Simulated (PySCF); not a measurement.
State search for ZnPb⁺

Unrestricted PBE0; Zn def2-SVP, Pb def2-SVP with ECP60; scalar-relativistic core potentials (PySCF 2.14). Outer shells of the fragments: Zn 3d10 4s2; Pb+ 5d10 6s2 6p1.

Followed along the bond (rough minima from three points):

| 2Ms+1 | unpaired | ⟨S²⟩ at the start | R at minimum (Å) | Te (eV) |
| --- | --- | --- | --- | --- |
| 2 | π ↑ | 0.76 | 2.86 | 0.00 |
| 2 | σ ↑ | 0.76 | 3.21 | 0.81 |
| 4 | σ ↑, π ↑↑ | 3.75 | 2.63 | 2.54 |

Solutions found at the starting distance of 2.685 Å, counted from the lowest of them; the search is not exhaustive and high or unbound solutions are not listed, so other states can lie among these:

```csv
2Ms+1,unpaired,term,E (eV),⟨S²⟩,⟨Lz²⟩,μ (D)
2,π ↑,²Π,0.00,0.76,1.00,-3.47
2,σ ↑,²Σ⁺,1.08,0.76,0.00,-0.10
4,"σ ↑, π ↑↑",⁴Σ⁻,2.50,3.75,0.00,-6.06
4,"σ ↑↑, π ↑",⁴Π,2.61,3.75,1.00,-2.91
2,"σ ↓, π ↑↑",mixed,2.95,1.76,0.00,-6.50
2,"σ ↑, π ↑↓",mixed,2.99,1.75,2.01,-6.13
2,σ ↑,mixed,3.64,0.79,2.00,-5.74
4,"σ ↑, π ↑↑",mixed,5.87,3.75,2.01,-1.83
2,π ↑,²Π,7.87,0.77,1.01,-7.95
```

A term symbol is given only where ⟨S²⟩ and ⟨Lz²⟩ are close to those of a pure state; real π, δ and φ orbitals otherwise mix terms. A positive dipole points towards Pb; it is taken about the centre of mass and depends on that origin.

Question: Compare the gap between the two lowest followed solutions at the starting distance with the gap between their minima.

Answer: At PBE0 the second solution (doublet, unpaired electrons σ ↑) lies +1.08 eV from the first (doublet, unpaired electrons π ↑) at 2.685 Å and +0.81 eV at the minima; the two curves relax by different amounts, since their minima lie near 3.21 and 2.86 Å.

These are scalar-relativistic numbers at best; spin–orbit coupling would shift them, the dissociation energy most. Counting both spins, an empty level lies below a filled one in some of these solutions, because spin and occupation are held.
